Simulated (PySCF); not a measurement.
Electron correlation in K¹⁷⁺ (potassium, charge +17)

Starting occupation: 1s2. Computed with PySCF 2.14 in an even-tempered Gaussian basis (17 s from 1.5 bohr⁻², ratio 2.6; 10 p from 1.9 bohr⁻², ratio 2.6; 6 d from 2 bohr⁻², ratio 2.8; 3 f from 94 bohr⁻², ratio 2.8), with X2C-1e with screened-nucleus spin-orbit coupling, Gaussian nucleus. Frozen: nothing; 2 electrons correlated; the 28 highest virtual spinors left out.

Total MP2 correlation energy: -45.66 mhartree.

With two correlated electrons CCSD is exact within the correlated space (frozen core and kept virtual orbitals).

The virtual space was cut to 52 spinors, which keep -43.26 of the -45.66 mhartree of MP2 correlation.

```
level  correlation energy (mhartree)
 CCSD                         -44.02
```

Diagnostics: T1 = 6.5e-06, largest double amplitude 0.003.

Cost of the coupled-cluster step: roughly 4 core-seconds, for 2 occupied and 52 virtual spinors.

The coupled-cluster values are those of the cut space; adding the MP2 remainder, -2.40 mhartree, estimates the full space.
